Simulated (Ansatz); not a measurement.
Zn7Se6I2. Charge 0, multiplicity 1. Geometry r2SCAN-D4/def2-SVP.

Cartesian coordinates in Å:
```
Zn -1.9961 -2.3010 1.3811
Zn -0.4558 -3.1686 -1.0750
Zn 0.7626 -1.0698 0.4321
Zn 0.7375 2.6620 0.4907
Zn 1.0353 -0.0663 -2.2797
Zn -1.1786 0.4339 2.0684
Zn 2.1944 2.7167 -2.1598
Se 1.8760 1.3079 -3.9174
Se -0.5454 0.8263 -0.4848
Se 0.0293 -1.6440 2.5981
Se 1.6679 -2.2960 -1.4615
Se 2.5025 3.9220 -0.2559
Se -2.5153 -3.7365 -0.3829
I -3.6994 -0.3813 2.1525
I -0.4148 2.7949 2.8941
```

In the def2 sets I takes a core potential, while STO-3G treats all electrons; there is no spin–orbit coupling. Single mean-field runs in def2-SVP, def2-TZVP are fitted with def2-universal-jkfit. The structure comes from a short search, and lower isomers may exist.

**Question.** Estimate the orbital energies around the gap (eV) in Ansatz with HF/STO-3G, HF/def2-SVP, PBE-D4/def2-SVP, PBE-D4/def2-TZVP, PBE0-D4/def2-TZVP.

**Answer.** 
```json
{"orbital": "HOMO−5", "HF/STO-3G": "-4.43", "HF/def2-SVP": "-10.13", "PBE-D4/def2-SVP": "-6.62", "PBE-D4/def2-TZVP": "-6.72", "PBE0-D4/def2-TZVP": "-7.77"}
{"orbital": "HOMO−4", "HF/STO-3G": "-4.28", "HF/def2-SVP": "-10.03", "PBE-D4/def2-SVP": "-6.56", "PBE-D4/def2-TZVP": "-6.68", "PBE0-D4/def2-TZVP": "-7.72"}
{"orbital": "HOMO−3", "HF/STO-3G": "-4.06", "HF/def2-SVP": "-9.88", "PBE-D4/def2-SVP": "-6.53", "PBE-D4/def2-TZVP": "-6.63", "PBE0-D4/def2-TZVP": "-7.70"}
{"orbital": "HOMO−2", "HF/STO-3G": "-3.57", "HF/def2-SVP": "-9.45", "PBE-D4/def2-SVP": "-5.93", "PBE-D4/def2-TZVP": "-6.14", "PBE0-D4/def2-TZVP": "-7.19"}
{"orbital": "HOMO−1", "HF/STO-3G": "-3.30", "HF/def2-SVP": "-9.34", "PBE-D4/def2-SVP": "-5.81", "PBE-D4/def2-TZVP": "-6.05", "PBE0-D4/def2-TZVP": "-7.11"}
{"orbital": "HOMO", "HF/STO-3G": "-2.94", "HF/def2-SVP": "-8.89", "PBE-D4/def2-SVP": "-5.41", "PBE-D4/def2-TZVP": "-5.66", "PBE0-D4/def2-TZVP": "-6.70"}
{"orbital": "LUMO", "HF/STO-3G": "1.31", "HF/def2-SVP": "0.36", "PBE-D4/def2-SVP": "-2.90", "PBE-D4/def2-TZVP": "-3.19", "PBE0-D4/def2-TZVP": "-2.57"}
{"orbital": "LUMO+1", "HF/STO-3G": "2.69", "HF/def2-SVP": "0.94", "PBE-D4/def2-SVP": "-2.62", "PBE-D4/def2-TZVP": "-2.80", "PBE0-D4/def2-TZVP": "-2.07"}
{"orbital": "LUMO+2", "HF/STO-3G": "3.49", "HF/def2-SVP": "1.30", "PBE-D4/def2-SVP": "-2.52", "PBE-D4/def2-TZVP": "-2.72", "PBE0-D4/def2-TZVP": "-1.98"}
{"orbital": "LUMO+3", "HF/STO-3G": "4.02", "HF/def2-SVP": "1.68", "PBE-D4/def2-SVP": "-2.07", "PBE-D4/def2-TZVP": "-2.35", "PBE0-D4/def2-TZVP": "-1.65"}
{"orbital": "LUMO+4", "HF/STO-3G": "4.21", "HF/def2-SVP": "2.01", "PBE-D4/def2-SVP": "-1.91", "PBE-D4/def2-TZVP": "-2.23", "PBE0-D4/def2-TZVP": "-1.46"}
{"orbital": "LUMO+5", "HF/STO-3G": "4.91", "HF/def2-SVP": "2.19", "PBE-D4/def2-SVP": "-1.75", "PBE-D4/def2-TZVP": "-2.03", "PBE0-D4/def2-TZVP": "-1.23"}
```
